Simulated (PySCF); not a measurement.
CH$_{4}$AlO, doublet, at a GFN2-xTB geometry (such geometries of metal compounds can be far from the true shape) (the spin is typed, not shown lowest). Base run: PySCF with MP2/def2-SVP.

Here is a job for PySCF.
```python
from pyscf import gto, scf, mp

mol = gto.Mole()
mol.atom = '''
    Al    0.481131   -0.048777    0.114651
    C    -0.385849    1.347536   -1.098157
    H    -1.119634    1.958684   -0.566734
    H    -0.897733    0.894329   -1.950760
    H     0.378071    2.021320   -1.493836
    O    -0.206980   -1.291608    0.960098
    H    -0.644475   -1.992582    1.429023
'''
mol.basis = 'def2-svp'
mol.charge = 0
mol.spin = 1
mol.verbose = 4
mol.build()

mf = scf.UHF(mol)
mf.kernel()

pt = mp.MP2(mf, frozen=7)
pt.kernel()
print('E(MP2) = %.10f' % pt.e_tot)
mf.analyze()
```

Variants of this job, named by their change:

```
change                 basis functions      E (Eh)  MP2 correlation (Eh)  SCF-reference HOMO (eV)  SCF-reference dipole (D)  core-seconds (rough)
---------------------  ---------------  ----------  --------------------  -----------------------  ------------------------  --------------------
base                                66  -357.21193              -0.38038                    -7.33                      1.23                     2
basis = 6-31G                       39  -357.17100              -0.23962                    -7.28                      0.87                   0.8
basis = 6-31G*                      54  -357.32112              -0.35082                    -7.32                      1.18                     2
basis = def2-SV(P)                  54  -357.16367              -0.35238                    -7.34                      1.27                     1
basis = 6-31G**                     66  -357.35843              -0.37440                    -7.31                      1.16                     2
basis = pc-1                        66  -357.33950              -0.38122                    -7.40                      1.03                     2
basis = pcseg-1                     66  -357.32519              -0.38045                    -7.44                      1.04                     2
basis = 6-31+G*                     66  -357.33737              -0.35729                    -7.47                      1.09                     2
basis = 6-311G**                    86  -357.43745              -0.40525                    -7.40                      1.09                     4
basis = def2-SVPD                   99  -357.24565              -0.40196                    -7.47                      1.12                     5
basis = aug-pcseg-1                109  -357.35436              -0.39992                    -7.48                      1.09                     8
basis = 6-311+G(2d,p)              113  -357.48139              -0.43686                    -7.51                      1.09                     9
basis = pc-2                       150  -357.52744              -0.47229                    -7.47                      1.04                    20
```

Totals compare only among sets that treat the same electrons; sets with core potentials leave the core out.

Open shells are given as the SCF converged; they aren't shown to be the lowest states, and a large step between rows can be another state.
